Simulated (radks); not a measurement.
The numbers below are computed, except where a source is named.
Radial electron density D(r) = 4 pi r^2 rho(r) of an atom or ion with 15 electrons. Code: a radial shooting solver on a logarithmic mesh with Libxc functionals. Model: Dirac Kohn-Sham, exchange-only PBE, spin-unpolarised, spherical densities, finite nucleus; Fermi nuclear charge, rms radius of each element as measured or else 0.836 A^(1/3) + 0.57 fm.

| r (bohr) | D(r) (e/bohr) |
|---|---|
| 0.005701 | 5.959 |
| 0.007132 | 8.466 |
| 0.008923 | 11.77 |
| 0.01116 | 15.94 |
| 0.01397 | 20.88 |
| 0.01747 | 26.24 |
| 0.02186 | 31.35 |
| 0.02735 | 35.24 |
| 0.03421 | 36.88 |
| 0.0428 | 35.79 |
| 0.05355 | 32.66 |
| 0.06646 | 29.74 |
| 0.08315 | 29.52 |
| 0.104 | 33.43 |
| 0.1301 | 39.13 |
| 0.1628 | 41.19 |
| 0.2037 | 35.42 |
| 0.2548 | 23.90 |
| 0.3188 | 14.11 |
| 0.3989 | 11.08 |
| 0.499 | 11.65 |
| 0.6193 | 9.891 |
| 0.7748 | 5.297 |
| 0.9694 | 1.628 |
| 1.213 | 0.2602 |
| 1.517 | 0.01870 |
| 1.898 | 0.0005064 |

What is the nuclear charge?

Answer. Z = 30. The innermost maximum, from 1s, lies near gamma/Z bohr with gamma = sqrt(1 - (Z/c)^2) = 0.976, here 0.0325 bohr (found: 0.0350), and its height grows with Z. The density is that of the zinc ion Zn15+ in [Ne] 3s2 3p3; the configuration itself is not fixed sharply by these data, and Z only to about a unit. D(r) has 3 maxima, at r = 0.0350, 0.156, 0.499 bohr, and minima at 0.0755, 0.402 bohr, inside which lie 2.12, 10.55 electrons.
